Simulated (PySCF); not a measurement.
The third ionisation energy along the 4p block

Calculated with PySCF 2.14 from differences of total energies of unrestricted determinants, without spin-orbit coupling. Values in eV. The last column holds reference values (NIST; (s) semi-empirical, (t) theoretical, else measured). Unmarked ones compare directly (S terms, centres of terms, or small fine structure); those marked * lie between the lowest fine-structure levels and include a spin-orbit shift.

```json
{"element": "Ga (x2c-TZVPPall with one added diffuse shell each of s, p, d type, spin-free X2C)", "configurations": "[Ar] 3d10 4s1 → [Ar] 3d10", "SCS-MP2 (valence and next inner shell)": "30.074", "CCSD(T) (valence and next inner shell)": "30.149", "LDA": "31.869", "PBE": "31.548", "PBE0": "31.161", "r2SCAN": "31.288", "reference": "30.726"}
{"element": "Ge (x2c-TZVPPall with one added diffuse shell each of s, p, d type, spin-free X2C)", "configurations": "[Ar] 3d10 4s2 → [Ar] 3d10 4s1", "SCS-MP2 (valence and next inner shell)": "33.452", "CCSD(T) (valence and next inner shell)": "33.602", "LDA": "34.797", "PBE": "34.392", "PBE0": "34.026", "r2SCAN": "34.025", "reference": "34.058"}
{"element": "Se (x2c-TZVPPall with one added diffuse shell each of s, p, d type, spin-free X2C)", "configurations": "[Ar] 3d10 4s2 4p2 → [Ar] 3d10 4s2 4p1", "SCS-MP2 (valence and next inner shell)": "31.370", "CCSD(T) (valence and next inner shell)": "31.502", "LDA": "31.758", "PBE": "31.570", "PBE0": "31.631", "r2SCAN": "31.828", "reference": "31.697 ± 0.019 *"}
{"element": "Br (x2c-TZVPPall with one added diffuse shell each of s, p, d type, spin-free X2C)", "configurations": "[Ar] 3d10 4s2 4p3 → [Ar] 3d10 4s2 4p2", "SCS-MP2 (valence and next inner shell)": "35.064", "CCSD(T) (valence and next inner shell)": "35.203", "LDA": "35.313", "PBE": "35.127", "PBE0": "35.237", "r2SCAN": "35.456", "reference": "34.871 ± 0.019 *"}
{"element": "Kr (x2c-TZVPPall with one added diffuse shell each of s, p, d type, spin-free X2C)", "configurations": "[Ar] 3d10 4s2 4p4 → [Ar] 3d10 4s2 4p3", "SCS-MP2 (valence and next inner shell)": "35.157", "CCSD(T) (valence and next inner shell)": "35.223", "LDA": "35.837", "PBE": "35.531", "PBE0": "35.550", "r2SCAN": "35.636", "reference": "35.838 ± 0.02 *"}
```

Problem. Fill in the row of As (x2c-TZVPPall with one added diffuse shell each of s, p, d type, spin-free X2C) ([Ar] 3d10 4s2 4p1 → [Ar] 3d10 4s2).

Solution. SCS-MP2 (valence and next inner shell) 27.761; CCSD(T) (valence and next inner shell) 27.880; LDA 28.184; PBE 28.029; PBE0 28.053; r2SCAN 28.241; reference 28.349 ± 0.012 * (eV).

"Valence" correlates the outer s and p shells and, in groups 3 to 12 and the f block, the outer d or f shell, open or full, or the next shell where the ion has no valence electron left; the wider scheme adds the next inner shell.
